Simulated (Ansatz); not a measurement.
The same path of GaH₄N (6 atoms, charge 0, multiplicity 1) was run twice with different band settings. Lost on the way: Ga1–H2, Ga1–H3. Made: H2–H3.

The calculation used RKS CAM-B3LYP-D4/def2-SVP (Ansatz 0.2.0).

Relaxed end points:

```xyz
6
Properties=species:S:1:pos:R:3
Ga 0.244 -0.001 0.141
H 0.231 -0.616 1.573
H 1.479 0.612 -0.586
N -1.320 0.001 -0.762
H -2.190 -0.368 -0.396
H -1.438 0.372 -1.698
```

```xyz
6
Properties=species:S:1:pos:R:3
Ga -1.232 -2.140 -0.903
H 0.844 0.718 0.429
H 1.428 1.098 0.747
N -1.299 -0.284 -0.696
H -1.721 0.209 0.091
H -1.015 0.399 -1.397
```

Common settings: movable images 9; climbing image yes; optimiser quadratic models (default); start path through a guess of the saddle point; force threshold 0.03 eV/Å; iteration limit 60; end points relaxed.

| run | spring |
| --- | --- |
| 1 | 5.0 eV/Å² |
| 2 | 0.5 eV/Å² |

(1) What does each run give, and how far can it be trusted?

Results:

(1) Run 1: converged after 28 iterations, highest image 3.085 eV above the first end. Beside the main top the profile has a ripple of under 15 meV (maxima at images 2, 6), which may be a very shallow well or noise. Neighbouring images differ by up to 2.4 eV, so the band resolves the path poorly. A vibrational analysis at the climbing image gives one clearly imaginary mode, 1449i cm⁻¹: a first-order saddle point.
Run 2: converged after 26 iterations, highest image 3.085 eV above the first end. Beside the main top the profile has a ripple of under 15 meV (maxima at images 3, 6), which may be a very shallow well or noise. Neighbouring images differ by up to 2.3 eV, so the band resolves the path poorly. Another band between the same ends (9 images) ends at a top of the same energy, where a vibrational analysis finds 1 clearly imaginary mode.
The orbitals stay closed-shell, which can raise the energy where a bond breaks towards radicals; this wasn't checked here.
